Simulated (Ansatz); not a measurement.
Relaxation of Ge(vinyl)3(pyrrolidide) (C10H17GeN) with RKS PBE-D4/def2-SVP.

```sh
$ ansatz run in.yaml --threads 4 --pin off --events-out ev --progress --plain --max-ram 6963MiB
```

```yaml
crystal:
  periodic: [false, false, false]
  atoms:
    - {symbol: Ge, position_ang: [0.170200, 0.910080, 0.301880]}
    - {symbol: C, position_ang: [0.467980, 1.229570, 2.222280]}
    - {symbol: C, position_ang: [-0.333820, 0.801190, 3.181230]}
    - {symbol: H, position_ang: [1.339420, 1.819250, 2.479040]}
    - {symbol: H, position_ang: [-1.210970, 0.218440, 2.949640]}
    - {symbol: H, position_ang: [-0.156220, 1.010440, 4.226610]}
    - {symbol: C, position_ang: [1.900600, 0.513140, -0.585610]}
    - {symbol: C, position_ang: [2.963250, 0.048130, 0.048440]}
    - {symbol: H, position_ang: [1.937680, 0.634870, -1.661490]}
    - {symbol: H, position_ang: [2.961740, -0.093480, 1.118650]}
    - {symbol: H, position_ang: [3.883020, -0.204430, -0.460350]}
    - {symbol: C, position_ang: [-0.733340, 2.413630, -0.592610]}
    - {symbol: C, position_ang: [-0.152650, 3.250220, -1.435170]}
    - {symbol: H, position_ang: [-1.780470, 2.544270, -0.349740]}
    - {symbol: H, position_ang: [0.889970, 3.154850, -1.695990]}
    - {symbol: H, position_ang: [-0.683060, 4.067660, -1.902350]}
    - {symbol: N, position_ang: [-1.081950, -0.465030, 0.227340]}
    - {symbol: C, position_ang: [-1.706420, -0.764570, -1.045240]}
    - {symbol: C, position_ang: [-0.825880, -1.840310, -1.700530]}
    - {symbol: C, position_ang: [-0.155930, -2.539810, -0.505850]}
    - {symbol: C, position_ang: [-0.685500, -1.770620, 0.717150]}
    - {symbol: H, position_ang: [-1.807670, 0.133590, -1.654680]}
    - {symbol: H, position_ang: [-2.707590, -1.171140, -0.852540]}
    - {symbol: H, position_ang: [-0.077230, -1.369470, -2.338770]}
    - {symbol: H, position_ang: [-1.413590, -2.526200, -2.308380]}
    - {symbol: H, position_ang: [-0.409760, -3.597170, -0.450960]}
    - {symbol: H, position_ang: [0.929030, -2.448490, -0.564370]}
    - {symbol: H, position_ang: [-1.573640, -2.276190, 1.118130]}
    - {symbol: H, position_ang: [0.052800, -1.682400, 1.514210]}
basis:
  gaussian: {orbitals: def2-SVP}
hamiltonian: {xc: pbe, dispersion: d4}
scf: {lower_state_search: "off"}
output: {orbitals: {seedname: orbitals}}
relax: {f_tol: 0.03, max_steps: 70}
```

Run time 40 s (4 threads of Arm Neoverse V1 on a shared host).

Positions (Å) and forces (eV/Å) at steps 1, 2, 3, 4, 5, 6, 7 of 7:

```xyz
29
step=1 energy=-68613.4403 eV
Ge    0.170    0.910    0.302    0.124    0.354    0.084
C     0.468    1.230    2.222    0.425    0.132   -1.441
C    -0.334    0.801    3.181   -0.405   -0.232    0.361
H     1.339    1.819    2.479    0.649    0.433    0.193
H    -1.211    0.218    2.950   -0.779   -0.503   -0.172
H    -0.156    1.010    4.227    0.167    0.181    0.803
C     1.901    0.513   -0.586   -1.532    0.501    0.052
C     2.963    0.048    0.048    0.472   -0.181    0.370
H     1.938    0.635   -1.661    0.020    0.098   -0.797
H     2.962   -0.093    1.119    0.044   -0.130    0.904
H     3.883   -0.204   -0.460    0.702   -0.213   -0.412
C    -0.733    2.414   -0.593    0.184   -1.145    0.860
C    -0.153    3.250   -1.435    0.316    0.315   -0.364
H    -1.780    2.544   -0.350   -0.775    0.075    0.211
H     0.890    3.155   -1.696    0.887   -0.048   -0.255
H    -0.683    4.068   -1.902   -0.431    0.642   -0.351
N    -1.082   -0.465    0.227   -0.018    0.344    0.247
C    -1.706   -0.765   -1.045    0.283    0.034   -0.014
C    -0.826   -1.840   -1.701   -0.095    0.024    0.311
C    -0.156   -2.540   -0.506   -0.201    0.168    0.011
C    -0.685   -1.771    0.717    0.208    0.066   -0.200
H    -1.808    0.134   -1.655   -0.191    0.497   -0.371
H    -2.708   -1.171   -0.853   -0.597   -0.180    0.011
H    -0.077   -1.369   -2.339    0.391    0.222   -0.426
H    -1.414   -2.526   -2.308   -0.301   -0.401   -0.462
H    -0.410   -3.597   -0.451   -0.066   -0.673    0.023
H     0.929   -2.448   -0.564    0.590   -0.024   -0.034
H    -1.574   -2.276    1.118   -0.418   -0.323    0.310
H     0.053   -1.682    1.514    0.344   -0.034    0.547
29
step=2 energy=-68613.6642 eV
Ge    0.149    0.928    0.313    0.162    0.153   -0.020
C     0.478    1.249    2.218    0.038   -0.021   -0.365
C    -0.339    0.808    3.186   -0.093   -0.018    0.051
H     1.372    1.831    2.483    0.151    0.105    0.060
H    -1.243    0.234    2.946   -0.181   -0.130   -0.049
H    -0.150    1.007    4.249    0.052    0.043    0.206
C     1.862    0.536   -0.578   -0.387    0.133    0.092
C     2.945    0.084    0.073    0.047   -0.124    0.010
H     1.895    0.636   -1.674    0.038   -0.021   -0.205
H     2.951   -0.041    1.164    0.016   -0.006    0.224
H     3.865   -0.214   -0.449    0.179    0.005   -0.084
C    -0.727    2.434   -0.582    0.029   -0.289    0.227
C    -0.124    3.263   -1.446    0.064    0.009   -0.020
H    -1.782    2.597   -0.316   -0.190    0.075    0.021
H     0.930    3.138   -1.729    0.205   -0.022   -0.059
H    -0.646    4.112   -1.907   -0.110    0.148   -0.087
N    -1.078   -0.478    0.231   -0.001    0.127    0.091
C    -1.712   -0.772   -1.049    0.060   -0.016    0.007
C    -0.839   -1.862   -1.715   -0.013    0.022    0.083
C    -0.153   -2.570   -0.520   -0.035    0.078   -0.002
C    -0.661   -1.790    0.718    0.043    0.001   -0.061
H    -1.829    0.137   -1.664   -0.043    0.143   -0.100
H    -2.728   -1.179   -0.858   -0.199   -0.043    0.000
H    -0.087   -1.392   -2.372    0.119    0.052   -0.131
H    -1.437   -2.551   -2.334   -0.090   -0.112   -0.134
H    -0.404   -3.642   -0.461   -0.023   -0.189    0.010
H     0.944   -2.487   -0.596    0.171   -0.016   -0.023
H    -1.546   -2.310    1.145   -0.119   -0.093    0.113
H     0.090   -1.706    1.522    0.109    0.004    0.145
29
step=3 energy=-68613.6666 eV
Ge    0.151    0.934    0.314    0.005   -0.055    0.003
C     0.474    1.248    2.214   -0.031    0.033    0.030
C    -0.362    0.814    3.177    0.088   -0.117   -0.005
H     1.371    1.834    2.491   -0.034   -0.009    0.020
H    -1.257    0.215    2.929    0.006    0.073   -0.005
H    -0.170    0.999    4.251   -0.027    0.037   -0.038
C     1.849    0.517   -0.579   -0.061   -0.143   -0.024
C     2.933    0.061    0.081    0.313    0.476    0.064
H     1.880    0.575   -1.685    0.037    0.029    0.055
H     2.965    0.016    1.189   -0.062   -0.115   -0.136
H     3.897   -0.142   -0.431   -0.231   -0.188    0.050
C    -0.726    2.440   -0.566    0.015    0.040    0.016
C    -0.108    3.251   -1.446   -0.016   -0.042   -0.048
H    -1.779    2.640   -0.286    0.061   -0.008   -0.032
H     0.944    3.093   -1.748   -0.051    0.016    0.025
H    -0.623    4.108   -1.919    0.026   -0.012    0.030
N    -1.074   -0.478    0.239   -0.045   -0.020   -0.004
C    -1.721   -0.766   -1.042   -0.018   -0.011    0.010
C    -0.854   -1.860   -1.721   -0.003    0.004   -0.005
C    -0.152   -2.573   -0.532    0.019   -0.004   -0.008
C    -0.641   -1.792    0.719   -0.006   -0.019    0.001
H    -1.843    0.149   -1.657    0.011   -0.009    0.015
H    -2.746   -1.169   -0.850    0.013    0.006   -0.008
H    -0.105   -1.392   -2.393   -0.017   -0.006    0.011
H    -1.461   -2.550   -2.342    0.010    0.010    0.014
H    -0.403   -3.651   -0.470   -0.002    0.019   -0.003
H     0.951   -2.496   -0.626   -0.027   -0.004    0.006
H    -1.517   -2.319    1.172    0.030    0.007   -0.007
H     0.127   -1.705    1.515   -0.003    0.009   -0.025
29
step=4 energy=-68613.6760 eV
Ge    0.166    0.927    0.311   -0.105    0.000    0.130
C     0.473    1.246    2.212   -0.070    0.053    0.046
C    -0.389    0.791    3.142   -0.035   -0.025   -0.045
H     1.349    1.848    2.520    0.021   -0.083    0.005
H    -1.294    0.230    2.838    0.117   -0.004    0.074
H    -0.233    0.955    4.223   -0.039    0.045   -0.004
C     1.861    0.503   -0.566   -0.009   -0.050   -0.128
C     2.956    0.105    0.109    0.109    0.227    0.162
H     1.897    0.526   -1.671   -0.004   -0.026   -0.021
H     2.979    0.099    1.215   -0.014   -0.106   -0.058
H     3.902   -0.163   -0.394   -0.025   -0.073   -0.022
C    -0.703    2.441   -0.562   -0.043    0.018   -0.012
C    -0.100    3.217   -1.483   -0.001   -0.016    0.005
H    -1.735    2.682   -0.242    0.044   -0.033   -0.038
H     0.936    3.028   -1.815   -0.017   -0.002   -0.020
H    -0.608    4.083   -1.946    0.017   -0.001    0.019
N    -1.072   -0.488    0.273    0.024    0.041   -0.062
C    -1.743   -0.763   -0.994    0.006    0.034   -0.100
C    -0.880   -1.835   -1.715   -0.021    0.051   -0.029
C    -0.149   -2.565   -0.559    0.056    0.007    0.028
C    -0.606   -1.802    0.716    0.057   -0.043    0.076
H    -1.875    0.170   -1.577   -0.053   -0.023   -0.082
H    -2.760   -1.182   -0.802   -0.017    0.030    0.059
H    -0.151   -1.344   -2.392   -0.001   -0.007   -0.014
H    -1.495   -2.518   -2.334    0.006    0.009   -0.016
H    -0.407   -3.643   -0.508    0.009    0.020    0.014
H     0.952   -2.495   -0.678   -0.032   -0.001   -0.008
H    -1.455   -2.353    1.189   -0.003    0.035    0.033
H     0.185   -1.700    1.486    0.021   -0.077    0.008
29
step=5 energy=-68613.6845 eV
Ge    0.160    0.933    0.320   -0.042   -0.060    0.030
C     0.469    1.252    2.222   -0.025   -0.011    0.068
C    -0.382    0.805    3.166    0.017   -0.051   -0.035
H     1.357    1.842    2.519   -0.059    0.011   -0.006
H    -1.267    0.200    2.888    0.052    0.104    0.043
H    -0.230    1.010    4.243   -0.005   -0.026   -0.055
C     1.856    0.514   -0.566    0.060   -0.013   -0.040
C     2.956    0.122    0.107   -0.009   -0.168    0.118
H     1.885    0.528   -1.673    0.015    0.033    0.040
H     2.964    0.046    1.214    0.027    0.090   -0.154
H     3.889   -0.188   -0.402   -0.063    0.056    0.024
C    -0.712    2.437   -0.565   -0.032    0.056   -0.024
C    -0.102    3.220   -1.476   -0.008   -0.023    0.004
H    -1.754    2.664   -0.265    0.071   -0.005   -0.015
H     0.937    3.034   -1.804   -0.039    0.020    0.026
H    -0.608    4.088   -1.939    0.016   -0.038    0.006
N    -1.068   -0.484    0.260    0.019    0.022   -0.026
C    -1.738   -0.761   -1.011   -0.003   -0.004   -0.022
C    -0.875   -1.838   -1.723   -0.016    0.021   -0.011
C    -0.145   -2.563   -0.560    0.028   -0.021    0.012
C    -0.606   -1.798    0.713   -0.007   -0.022    0.006
H    -1.875    0.165   -1.607   -0.003   -0.027   -0.003
H    -2.757   -1.175   -0.810    0.019    0.015    0.014
H    -0.144   -1.353   -2.404   -0.018   -0.008    0.014
H    -1.489   -2.524   -2.342    0.014    0.016    0.013
H    -0.398   -3.642   -0.505    0.006    0.030   -0.003
H     0.955   -2.488   -0.678   -0.036    0.003    0.003
H    -1.461   -2.342    1.187    0.025    0.017   -0.005
H     0.183   -1.705    1.487   -0.003   -0.016   -0.024
29
step=6 energy=-68613.6749 eV rejected
Ge    0.171    0.928    0.343   -0.008    0.053   -0.048
C     0.433    1.295    2.249   -0.008   -0.011   -0.108
C    -0.410    0.862    3.203   -0.006    0.026    0.034
H     1.294    1.921    2.540    0.103   -0.018    0.002
H    -1.307    0.277    2.958   -0.069   -0.159   -0.089
H    -0.251    1.081    4.272    0.018    0.072    0.052
C     1.891    0.506   -0.510   -0.072    0.024    0.103
C     2.986    0.126    0.177    0.005    0.147   -0.179
H     1.938    0.501   -1.614   -0.051   -0.019   -0.059
H     3.020    0.130    1.274   -0.038   -0.064    0.224
H     3.917   -0.166   -0.335    0.093   -0.062   -0.021
C    -0.692    2.424   -0.573    0.107   -0.076    0.003
C    -0.073    3.203   -1.479    0.011    0.009   -0.006
H    -1.737    2.651   -0.304   -0.110   -0.020    0.023
H     0.979    3.045   -1.770    0.016   -0.038   -0.022
H    -0.587    4.047   -1.971    0.000    0.046   -0.003
N    -1.021   -0.511    0.245    0.100   -0.177   -0.056
C    -1.763   -0.776   -0.990   -0.079    0.048    0.124
C    -0.963   -1.858   -1.760    0.104    0.032    0.068
C    -0.159   -2.594   -0.647   -0.080    0.164   -0.015
C    -0.537   -1.836    0.654   -0.026    0.083    0.139
H    -1.925    0.152   -1.574   -0.010    0.012   -0.012
H    -2.772   -1.172   -0.716    0.020   -0.005   -0.072
H    -0.282   -1.371   -2.489    0.031   -0.044    0.026
H    -1.619   -2.540   -2.338   -0.020    0.013    0.022
H    -0.410   -3.669   -0.581   -0.018   -0.065   -0.007
H     0.933   -2.521   -0.819    0.008    0.016   -0.076
H    -1.363   -2.371    1.184    0.030   -0.031   -0.025
H     0.308   -1.766    1.372   -0.053    0.044   -0.021
29
step=7 energy=-68613.6905 eV
Ge    0.165    0.928    0.329   -0.017   -0.002    0.009
C     0.454    1.265    2.232   -0.006    0.008    0.003
C    -0.395    0.818    3.176   -0.013    0.009    0.002
H     1.327    1.874    2.531    0.001   -0.006   -0.004
H    -1.282    0.219    2.905    0.007   -0.011   -0.008
H    -0.248    1.032    4.250    0.010   -0.003   -0.003
C     1.872    0.507   -0.539    0.018   -0.005    0.002
C     2.971    0.127    0.144   -0.004    0.006    0.015
H     1.910    0.509   -1.644   -0.010   -0.007   -0.001
H     2.991    0.102    1.249   -0.008   -0.007   -0.016
H     3.904   -0.176   -0.363    0.007    0.005    0.002
C    -0.701    2.427   -0.573    0.010    0.005   -0.012
C    -0.087    3.202   -1.488   -0.001   -0.002    0.007
H    -1.742    2.658   -0.284   -0.002   -0.006    0.002
H     0.957    3.021   -1.802   -0.006   -0.004    0.002
H    -0.593    4.061   -1.963    0.004   -0.005   -0.003
N    -1.050   -0.496    0.261    0.016   -0.020   -0.014
C    -1.757   -0.763   -0.993    0.008   -0.001    0.024
C    -0.918   -1.836   -1.737    0.006    0.010    0.011
C    -0.150   -2.568   -0.600   -0.005    0.020    0.000
C    -0.572   -1.814    0.691   -0.008    0.016    0.010
H    -1.908    0.166   -1.580   -0.004   -0.008   -0.001
H    -2.770   -1.174   -0.761    0.015    0.004   -0.006
H    -0.209   -1.347   -2.438   -0.005   -0.008    0.013
H    -1.551   -2.519   -2.339    0.003    0.006    0.005
H    -0.401   -3.646   -0.545    0.002   -0.006   -0.005
H     0.945   -2.491   -0.750   -0.018    0.005   -0.007
H    -1.409   -2.359    1.192    0.020    0.003   -0.009
H     0.245   -1.727    1.437   -0.019    0.003   -0.018
```
